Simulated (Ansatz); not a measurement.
Stepwise reaction of `[SH][Cd][SH]` with hydrogen chloride, as a gas-phase model of exchange steps in deposition or etching. ΔE in kJ/mol; ΔG adds harmonic PBE0-D4 terms to CCSD(T)/CBS, at 1 bar.

Computed with Ansatz on PBE0-D4/def2-TZVP structures; ΔE is electronic, products minus reactants. CBS: MP2 limit from def2 TZ/QZ plus the TZ coupled-cluster correction, frozen cores. This one scheme is used for every species. DFT in def2-TZVPP. B3LYP here is the variant with VWN-RPA as its local correlation; programs differ in this. def2 core potentials past Kr. For Cd outer-core shells are correlated without core-valence functions, which leaves a few kJ/mol of doubt a bond. One conformer a species, not always the lowest.

| step | reaction | PBE-D4 | B3LYP-D4 | ωB97M-V | CCSD(T)/CBS | ΔG(500 K) |
| --- | --- | --- | --- | --- | --- | --- |
| 1 | `[SH][Cd][SH]` + HCl → `[SH][Cd][Cl]` + H₂S | -23.9 | -30.3 | -31.4 | -29.5 | -32.4 |

(1) Give the row of step 2, `[SH][Cd][Cl]` + HCl → `[Cl][Cd][Cl]` + H₂S. (Best estimate.)

(2) By hand: ΔE of the 2 steps together at CCSD(T)/CBS.

Answers

(1) Computed: 
```
step                                     reaction  PBE-D4  B3LYP-D4  ωB97M-V  CCSD(T)/CBS  ΔG(500 K)
   2  `[SH][Cd][Cl]` + HCl → `[Cl][Cd][Cl]` + H₂S   -19.0     -25.2    -26.9        -25.3      -18.1
```

(2) (-29.5) + (-25.3) = -54.8 kJ/mol, or -27.4 kJ/mol a step.

In ΔE the steps differ by no more than 4.2 kJ/mol. All are downhill at CCSD(T)/CBS. ΔG lies between -32.4 and -18.1 kJ/mol a step. PBE-D4 differs from CCSD(T)/CBS by 5.6 to 6.3 kJ/mol a step. Isolated molecules leave out the surface, adducts and barriers. Largest T1 diagnostic: 0.013.
